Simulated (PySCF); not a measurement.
Species: C7H10ClF3.
Bonds: C1–C2, C2–C3, C2–C4, C4–Cl5, C2–C6, C6–C7, C7–F8, C7–C9 (double), C9–F10, C9–F11. Hydrogens: H12, H13, H14 on C1; H15, H16, H17 on C3; H18, H19 on C4; H20, H21 on C6.

A GFN2-xTB structure was refined with PBE0-D3(BJ)/def2-SVP geometry optimisation, gas phase (PySCF). Its GFN2-xTB values:

```
  coordinate  GFN2-xTB
       C1–C2   1.532 Å
      C1–H12   1.087 Å
       C2–C4   1.532 Å
       C2–C6   1.549 Å
      C4–Cl5   1.783 Å
      C4–H18   1.090 Å
       C6–C7   1.491 Å
      C6–H20   1.092 Å
       C7–F8   1.347 Å
       C7=C9   1.327 Å
      C9–F10   1.325 Å
      C9–F11   1.331 Å
    C1–C2–C4    107.3°
   C2–C4–Cl5    112.7°
    C2–C6–C7    113.9°
    C3–C2–C6    110.7°
    C6–C7–C9    125.3°
   C7–C9–F10    126.5°
    F8–C7–C9    118.1°
  F10–C9–F11    110.7°
C1–C2–C4–Cl5      178°
 C1–C2–C6–C7       57°
 C2–C6–C7–F8       81°
```

Problem. How do these coordinates change at the PBE0-D3(BJ)/def2-SVP level?

Solution. 
```csv
coordinate,PBE0-D3(BJ)/def2-SVP (Å or °),change
C9–F10,1.308,-0.017
C9–F11,1.315,-0.016
C1–H12,1.100,+0.013
C6–H20,1.102,+0.010
C4–H18,1.100,+0.010
C4–Cl5,1.791,+0.008
C6–C7,1.483,-0.008
C7–F8,1.340,-0.007
C7=C9,1.333,+0.006
C2–C6,1.546,-0.003
C2–C4,1.530,-0.002
C1–C2,1.531,-0.001
C7–C9–F10,124.9,-1.6
C2–C6–C7,115.4,+1.5
F10–C9–F11,112.1,+1.4
C2–C4–Cl5,113.9,+1.2
C1–C2–C4,106.6,-0.7
C6–C7–C9,125.9,+0.6
F8–C7–C9,117.5,-0.6
C3–C2–C6,111.2,+0.5
C1–C2–C6–C7,65,+8
C1–C2–C4–Cl5,180,+2
C2–C6–C7–F8,79,-2
```

The energy falls by 0.064 eV over 13 energy and gradient evaluations, the largest force component goes from 0.0181 to 2.4e-04 Eh/bohr, and the atoms move by 0.128 Å rms after alignment. Among the bonds, C9–F10 and C9–F11 change most and about equally (-0.017 to -0.016 Å). Bonds longer at the end by more than 0.005 Å: 12 of 20; shorter: 4. Rotational constants go from 1678, 471.2, 450.4 to 1692, 468.4, 443.1 MHz.

The run used 208 basis functions and 90 SCF cycles in all.

No PBE0-D3(BJ)/def2-SVP frequencies stand behind this structure, so it isn't proved a minimum. The numbers are those of one conformer.

The values belong to the conformer `[CH3:1][C:2]([CH3:3])([CH2:4][Cl:5])[CH2:6][C:7]([F:8])=[C:9]([F:10])[F:11]`: C1–C2–C4–Cl5 180°, C1–C2–C6–C7 65°, C2–C6–C7–F8 79°.
